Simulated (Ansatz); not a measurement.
C3H8BNO (`BCO/C=N/C`), relaxed with RKS PBE-D4/def2-SVP in Ansatz 0.2.0 from a rough embedded geometry. The force threshold is 0.03 eV/Å; the program also tests the step.

Total charge 0; spin multiplicity 1.

Start:

```xyz
14

B    -1.756    2.463   -0.884
C    -0.600    1.304   -0.686
O    -1.005    0.352    0.335
C    -0.185   -0.639    0.700
N     0.939   -0.922    0.184
C     1.792   -2.059    0.554
H    -1.826    3.264   -0.053
H    -2.684    2.133   -1.448
H    -0.437    0.772   -1.697
H     0.345    1.806   -0.408
H    -0.600   -1.378    1.463
H     1.252   -2.995    0.345
H     2.727   -2.092   -0.024
H     2.037   -2.009    1.619
```

How much energy does the relaxation release, and in how many steps? (Best estimate.)

The calculation gave: 107.34 kJ/mol, in 28 steps, 3 of them rejected.

Which bonds change most? (An estimate is asked.)

Ansatz gave: B1–C2 from 1.650 to 1.548 Å; B1–H8 from 1.136 to 1.217 Å; B1–H7 from 1.156 to 1.216 Å; C2–H9 from 1.154 to 1.117 Å.

Give the relaxed structure. (Best estimate.)

Computed: 
```xyz
14

B    -1.661    2.380   -0.710
C    -0.797    1.096   -0.684
O    -1.196    0.118    0.288
C    -0.271   -0.806    0.611
N     0.909   -0.828    0.134
C     1.813   -1.860    0.577
H    -2.508    2.621    0.130
H    -1.432    3.191   -1.589
H    -0.695    0.622   -1.690
H     0.259    1.422   -0.480
H    -0.690   -1.526    1.352
H     1.376   -2.574    1.319
H     2.175   -2.451   -0.293
H     2.718   -1.405    1.036
```
